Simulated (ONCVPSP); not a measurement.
## u(r) = r·R(r): atom against pseudo-atom (Mn)

Columns: radius, all-electron u(r) and pseudo u(r) of the 3d shell (level -8.92 eV) of manganese in the configuration [Ne] 3s2 3p6 3d5 4s1.75; LDA (Perdew-Zunger), scalar-relativistic, ONCV scheme, ONCVPSP 4.0.1.

| r (bohr) | all-electron | pseudo |
| --- | --- | --- |
| 0.070 | 0.0252 | 0.0041 |
| 0.140 | 0.1232 | 0.0315 |
| 0.210 | 0.2666 | 0.0980 |
| 0.280 | 0.4199 | 0.2085 |
| 0.350 | 0.5600 | 0.3546 |
| 0.420 | 0.6759 | 0.5185 |
| 0.490 | 0.7642 | 0.6778 |
| 0.560 | 0.8262 | 0.8122 |
| 0.630 | 0.8649 | 0.9079 |
| 0.700 | 0.8844 | 0.9604 |
| 0.770 | 0.8886 | 0.9738 |
| 0.840 | 0.8813 | 0.9573 |
| 0.910 | 0.8654 | 0.9227 |
| 0.980 | 0.8435 | 0.8804 |
| 1.050 | 0.8174 | 0.8374 |
| 1.120 | 0.7885 | 0.7974 |
| 1.190 | 0.7581 | 0.7609 |
| 1.260 | 0.7268 | 0.7273 |
| 1.330 | 0.6953 | 0.6952 |
| 1.400 | 0.6640 | 0.6639 |
| 1.470 | 0.6332 | 0.6332 |
| 1.540 | 0.6033 | 0.6032 |
| 1.610 | 0.5742 | 0.5741 |
| 1.680 | 0.5462 | 0.5461 |
| 1.750 | 0.5192 | 0.5192 |
| 1.820 | 0.4934 | 0.4933 |

Problem. How many radial nodes do the two functions have?

Solution. The all-electron 3d function has n − l − 1 = 0; the pseudo-wave has 0.

Problem. At about which radius was the pseudo-wave matched?

Solution. 1.40 bohr. The columns agree to 0.0005 from 1.26 bohr on; several derivatives are matched, so the curves merge somewhat inside the radius.

Problem. Where does each function peak?

Solution. Outermost all-electron maximum near 0.77 bohr, pseudo maximum near 0.77 bohr (to the table’s step).

Problem. Is the pseudo-wave norm-conserving?

Solution. Yes: the ONCV scheme keeps the norm inside the radius equal to the all-electron one, which fixes the energy derivative of the logarithmic derivative at the level.
